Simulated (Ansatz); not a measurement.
`ClC1=CO[SiH2]1`, relaxed with RKS PBE0-D4/def2-TZVP in Ansatz 0.2.0 from a PBE-D4/def2-SVP geometry. The force threshold is 0.005 eV/Å; the program also tests the step.

Charge 0, multiplicity 1.

Start:

```xyz
8

Cl    1.525   -1.218   -1.788
C     0.482   -0.413   -0.690
C    -0.711    0.218   -0.903
O    -1.195    0.731    0.295
Si    0.238    0.085    1.090
H    -1.318    0.379   -1.811
H    -0.106   -0.949    2.119
H     1.086    1.167    1.687
```

**Question.** By how much does the energy fall, and how many steps does the optimiser take? (Best estimate.)

**Answer.** Computed: 6.59 kJ/mol, in 6 steps.

**Question.** Which bonds change most? (Estimate.)

**Answer.** Computed: O4–Si5 from 1.762 to 1.709 Å; C2–C3 from 1.366 to 1.343 Å; C2–Si5 from 1.864 to 1.842 Å.

**Question.** Give the relaxed structure. (Best estimate.)

**Answer.** Computed: 
```xyz
8

Cl    1.499   -1.203   -1.778
C     0.479   -0.407   -0.679
C    -0.694    0.210   -0.891
O    -1.170    0.720    0.304
Si    0.221    0.093    1.075
H    -1.294    0.369   -1.782
H    -0.109   -0.936    2.087
H     1.068    1.155    1.664
```
